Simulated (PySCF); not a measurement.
**Os: ionisation energy**

Os [Xe] 4f14 5d6 6s2 (5D) → Os⁺ [Xe] 4f14 5d6 6s1 (6D), as a difference of total energies. Computed with PySCF 2.14 in cc-pVTZ-PP with ECP60MDF (5s5p4d2f1g, 63 functions), with scalar relativity through the core potential. Correlated levels: valence: 5s2 5p6 frozen. The calculations carry no spin-orbit coupling.

Task: Order these methods by the ionisation energy they give, lowest first.
A. SCS-MP2 (valence)
B. BP86
C. PBE0
D. UHF

Result: D (6.526 eV), C (8.053 eV), A (8.244 eV), B (8.509 eV).

Errors of the correlated levels include the incompleteness of this basis and the frozen core.

MP2 underrates the near-degeneracy of ns² with np² in the lower species.

For comparison: 8.473 eV (measured; NIST levels, between the centres of gravity of the two terms).
